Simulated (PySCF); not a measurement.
CHO2 (SMILES [O]C=O), doublet, geometry from GFN2-xTB; PySCF with M06L/6-31G*.

Here is a job for PySCF.
```python
from pyscf import gto, scf, dft

mol = gto.Mole()
mol.atom = '''
    O    -1.073710   -0.429261   -0.004282
    C    -0.046169    0.187518    0.001412
    O     1.150280    0.118270    0.001940
    H    -0.335546    1.362823    0.010264
'''
mol.basis = '6-31g*'
mol.charge = 0
mol.spin = 1
mol.verbose = 5
mol.build()

mf = dft.UKS(mol)
mf.xc = 'm06l'
mf.kernel()
```

Question: Predict the main parts of the log of this PySCF run.

Answer: 
```
PySCF version 2.14.0

[INPUT] verbose = 5
[INPUT] max_memory = 4000
[INPUT] num. atoms = 4
[INPUT] num. electrons = 23
[INPUT] charge = 0
[INPUT] spin (= nelec alpha-beta = 2S) = 1
[INPUT] symmetry False subgroup None
[INPUT] Mole.unit = angstrom
[INPUT] Symbol           X                Y                Z      unit          X                Y                Z       unit  Magmom
[...]
[INPUT] ---------------- BASIS SET ----------------
[INPUT] l, kappa, [nprim/nctr], expnt,             c_1 c_2 ...
[INPUT] H
[...]
                                2.8253937         0.23472695
                                0.6401217         0.81375733
[...]
[INPUT] O
[...]
                                825.23495         0.0139501
                                188.04696         0.0684451
                                52.9645           0.2327143
                                16.89757          0.470193
                                5.7996353         0.3585209
[...]
                                3.5999336         -0.1480263
                                1.0137618         1.130767
[...]
                                3.5999336         0.3397528
                                1.0137618         0.7271586
[...]
[INPUT] C
[...]
                                457.36951         0.0140373
                                103.94869         0.0688426
                                29.210155         0.2321844
                                9.286663          0.4679413
                                3.163927          0.362312
[...]
                                1.8812885         -0.1608542
                                0.5442493         1.1434564
[...]
                                1.8812885         0.316424
                                0.5442493         0.7443083
[...]
nuclear repulsion = 64.1669103947325
number of shells = 20
number of NR pGTOs = 85
number of NR cGTOs = 44
basis = 6-31g*
ecp = {}

******** <class 'pyscf.dft.uks.UKS'> ********
method = UKS
initial guess = minao
damping factor = 0
level_shift factor = 0
DIIS = <class 'pyscf.scf.diis.CDIIS'>
diis_start_cycle = 1
diis_space = 8
diis_damp = 0
SCF conv_tol = 1e-09
SCF conv_tol_grad = None
SCF max_cycles = 50
direct_scf = True
direct_scf_tol = 1e-13
number electrons alpha = 12  beta = 11
XC library pyscf.dft.libxc version 7.1.2
    S. Lehtola, C. Steigemann, M. J. T. Oliveira, and M. A. L. Marques,  SoftwareX 7, 1–5 (2018)
XC functionals = m06l
    Y. Zhao and D. G. Truhlar,  J. Chem. Phys. 125, 194101 (2006)
    Y. Zhao and D. G. Truhlar,  J. Chem. Phys. 125, 194101 (2006)
    Y. Zhao and D. G. Truhlar,  Theor. Chem. Acc. 120, 215 (2008)
radial grids:
    Treutler-Ahlrichs [JCP 102, 346 (1995); DOI:10.1063/1.469408] (M4) radial grids

becke partition: Becke, JCP 88, 2547 (1988); DOI:10.1063/1.454033
pruning grids: <function nwchem_prune>
grids dens level: 3
symmetrized grids: False
atomic radii adjust function: <function treutler_atomic_radii_adjust>
small_rho_cutoff = 0
Set gradient conv threshold to 3.16228e-05
atom O rad-grids = 75, ang-grids = [ 50  50  50  50  50  50  50  50  50  50  50  50  50  50  50  50  50  50
  50  50  50  50  50  86  86  86  86  86  86  86  86  86 266 266 266 266
 266 266 266 302 302 302 302 302 302 302 302 302 302 302 302 302 302 302
 302 302 302 302 302 266 266 266 266 266 266 266 266 266 266 266 266 266
 266 266 266]
atom C rad-grids = 75, ang-grids = [ 50  50  50  50  50  50  50  50  50  50  50  50  50  50  50  50  50  50
  50  50  50  50  86  86  86  86  86  86  86  86  86  86 266 266 266 266
 266 266 302 302 302 302 302 302 302 302 302 302 302 302 302 302 302 302
 302 302 302 302 266 266 266 266 266 266 266 266 266 266 266 266 266 266
 266 266 266]
atom H rad-grids = 50, ang-grids = [ 50  50  50  50  50  50  50  50  50  50  50  50  50  50  50  86  86  86
  86 266 266 266 266 266 302 302 302 302 302 302 302 302 302 302 302 302
 302 266 266 266 266 266 266 266 266 266 266 266 266 266]
tot_boxes 1404, boxes in each direction [11 10  7]
[...]
  2.84729757e+00  2.88856938e+00  2.91918879e+00  3.13088552e+00]
multiplicity <S^2> = 0.75499108  2S+1 = 2.0049849
nelec by numeric integration = [12.00000019 11.00000065]
E1 = -385.2058637667674  E2 = 131.97619048224743  Ecoul = 154.89132789365675  Exc = -22.91513741140932
cycle= 10 E= -189.062762889787  delta_E= -4.74e-09  |g|= 1.14e-05  |ddm|= 0.00013
  alpha mo_energy =
[-1.90494948e+01 -1.90494825e+01 -1.02208136e+01 -1.11847172e+00
 -1.05849302e+00 -5.92440646e-01 -4.97613857e-01 -4.68784610e-01
 -4.54812268e-01 -3.28223815e-01 -3.23996570e-01 -2.88735643e-01
 -9.27568643e-03  8.03054009e-02  2.05349306e-01  3.17425581e-01
  4.94965297e-01  5.49405219e-01  6.72019437e-01  6.87802907e-01
  7.34742150e-01  8.39376270e-01  8.74019905e-01  8.94247915e-01
  9.55513498e-01  1.01260434e+00  1.03863492e+00  1.37434546e+00
  1.40675949e+00  1.50827909e+00  1.59684490e+00  1.66033441e+00
  1.72364934e+00  1.74738416e+00  1.76166225e+00  1.89188349e+00
  1.98434891e+00  2.19526619e+00  2.28948235e+00  2.79822695e+00
  2.84244481e+00  2.87688026e+00  2.90599522e+00  3.11269164e+00]
  beta  mo_energy =
[-1.90399814e+01 -1.90399662e+01 -1.02221703e+01 -1.09564178e+00
 -1.02997019e+00 -5.60924147e-01 -4.79276123e-01 -4.49426641e-01
 -4.46239978e-01 -3.11136794e-01 -2.88964138e-01 -2.23960858e-01
 -4.83946128e-03  9.51661342e-02  2.11378399e-01  3.15443280e-01
  4.91864717e-01  5.53109376e-01  6.76504350e-01  7.03310890e-01
  7.68048199e-01  8.47691711e-01  8.95727345e-01  9.01401056e-01
  9.69354379e-01  1.02038213e+00  1.06243146e+00  1.37815254e+00
  1.41004886e+00  1.51823579e+00  1.61721044e+00  1.66580318e+00
  1.73566178e+00  1.76804044e+00  1.77883130e+00  1.91579687e+00
  2.00188527e+00  2.20294947e+00  2.29285659e+00  2.80851507e+00
  2.84729520e+00  2.88856831e+00  2.91918795e+00  3.13088502e+00]
multiplicity <S^2> = 0.75499225  2S+1 = 2.004986
nelec by numeric integration = [12.00000019 11.00000065]
E1 = -385.2059230809921  E2 = 131.97624979635125  Ecoul = 154.89139477061732  Exc = -22.915144974266074
cycle= 11 E= -189.062762889908  delta_E= -1.21e-10  |g|= 6.21e-06  |ddm|= 2.09e-05
  alpha mo_energy =
[-1.90494897e+01 -1.90494774e+01 -1.02208166e+01 -1.11847051e+00
 -1.05849149e+00 -5.92441313e-01 -4.97612444e-01 -4.68782776e-01
 -4.54811374e-01 -3.28221624e-01 -3.23994614e-01 -2.88734835e-01
 -9.27520465e-03  8.03043141e-02  2.05350141e-01  3.17425644e-01
  4.94964779e-01  5.49405380e-01  6.72019242e-01  6.87802543e-01
  7.34740792e-01  8.39377342e-01  8.74021556e-01  8.94249417e-01
  9.55514828e-01  1.01260572e+00  1.03863587e+00  1.37434603e+00
  1.40675945e+00  1.50827983e+00  1.59684609e+00  1.66033508e+00
  1.72365019e+00  1.74738567e+00  1.76166372e+00  1.89188451e+00
  1.98434911e+00  2.19526647e+00  2.28948316e+00  2.79822709e+00
  2.84244531e+00  2.87688113e+00  2.90599595e+00  3.11269228e+00]
  beta  mo_energy =
[-1.90399763e+01 -1.90399611e+01 -1.02221733e+01 -1.09564089e+00
 -1.02996882e+00 -5.60924267e-01 -4.79275020e-01 -4.49426022e-01
 -4.46238172e-01 -3.11134638e-01 -2.88962257e-01 -2.23960052e-01
 -4.83919841e-03  9.51652770e-02  2.11379000e-01  3.15443332e-01
  4.91864001e-01  5.53109538e-01  6.76504380e-01  7.03310785e-01
  7.68047921e-01  8.47692823e-01  8.95728912e-01  9.01402699e-01
  9.69355814e-01  1.02038369e+00  1.06243249e+00  1.37815291e+00
  1.41004855e+00  1.51823669e+00  1.61721142e+00  1.66580409e+00
  1.73566276e+00  1.76804209e+00  1.77883295e+00  1.91579797e+00
  2.00188620e+00  2.20294963e+00  2.29285739e+00  2.80851556e+00
  2.84729556e+00  2.88856935e+00  2.91918890e+00  3.13088593e+00]
multiplicity <S^2> = 0.75499232  2S+1 = 2.0049861
nelec by numeric integration = [12.00000019 11.00000065]
E1 = -385.20587149036135  E2 = 131.9761982057581  Ecoul = 154.89133439288523  Exc = -22.915136187127136
Extra cycle  E= -189.062762889871  delta_E= 3.76e-11  |g|= 1.17e-05  |ddm|= 1.17e-05
converged SCF energy = -189.062762889871  <S^2> = 0.75499232  2S+1 = 2.0049861
```
